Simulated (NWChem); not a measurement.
System: ZnSiH4; SMILES [SiH3][ZnH]

Computed with NWChem. Coordinates come from a PBE-D3(BJ)/def2-SVP optimisation. Level MN15/def2-SVP: energy and gradient on several grids; changes count from the extra-fine grid, which is no exact limit either.

### Question
Which is the coarsest grid (medium; xfine; coarse; fine; xcoarse) from which on the energy stays within 500 μHa and each gradient component within 500 μHa/bohr of xfine?

### Answer
medium.
| grid | size of the energy change (μHa) | largest change of a gradient component (μHa/bohr) |
|---|---|---|
| xcoarse | 1000 | 6000 |
| coarse | 50 | 800 |
| medium | < 10 | 200 |
| fine | < 10 | < 30 |
| xfine | < 10 | < 30 |
